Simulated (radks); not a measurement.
The numbers below are computed, except where a source is named.
Species: Ce+. Configuration: [Xe] 5d3 (not the ground configuration). Code: a radial shooting solver on a logarithmic mesh with Libxc functionals. Model: scalar-relativistic Kohn-Sham, SCAN, spin-unpolarised, spherical densities, finite nucleus; meta-GGA in the generalised Kohn-Sham scheme; Fermi nuclear charge, rms radius 4.8771 fm.

Normalised radial functions P(r) = r R(r), r in bohr:

```
   r/bohr * 4d, o 5s (the largest magnitude, 1.3, reaches the edge; | marks zero, & curves that meet)
  0.00325                             * o
 0.005046                             * o
 0.007834                             *  o
  0.01216                             *  o
  0.01889                             * o
  0.02933                             o*
  0.04554                          o  |  *
  0.07071                        o    |      *
   0.1107                            o|           *
   0.1718                             |     o        *
   0.2668                             |    o*
   0.4143              *      o       |
   0.6433  *                   o      |
   0.9988           *                 |             o
    1.551                        *    |                  o
    2.408                             *       o
    3.739                             *o
    5.805                             &
    9.014                             &
```

4d: eigenvalue -123.61 eV, 1 radial node at r = 0.308 bohr, <r> = 0.738 bohr, 90 % of the charge inside 1.11 bohr. 5s: eigenvalue -48.908 eV, 4 radial nodes at r = 0.0302, 0.120, 0.315, 0.750 bohr, <r> = 1.50 bohr, 90 % of the charge inside 2.15 bohr.
